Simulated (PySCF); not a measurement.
CH5FO2Si2. Atoms are numbered in the order given.

```xyz
11

O      1.8992    -0.2596    -1.0345
Si     0.7149    -0.0714     0.1104
F      1.4289     0.0403     1.5770
C     -0.6408    -1.4072    -0.0418
O     -1.7772    -0.5270    -0.2724
Si    -1.2724     1.0993    -0.2337
H      2.6003     0.4062    -1.0809
H     -0.5200    -2.0938    -0.8972
H     -0.8141    -2.0125     0.8647
H     -1.9108     1.8733     0.8668
H     -1.5417     1.8104    -1.5143
```

Geometry: TPSSh-D3(BJ)/def2-SVP. The structure was generated by enumeration; whether it is a known compound was not checked. Other conformers were not sampled.

Level of theory: SMD-ωB97X/6-31G* run with PySCF.

Solvation free energies are E(SMD) − E(gas) at the gas-phase geometry, for 1 M in both phases. In vacuum the dipole moment is 2.22 D.

```tsv
solvent	ΔG(solv) (kcal/mol)	its non-electrostatic (CDS) part	dipole (D)
water	-6.8	3.5	2.88
acetone	-6.5	-0.8	2.59
benzene	-3.7	-1.3	2.37
```
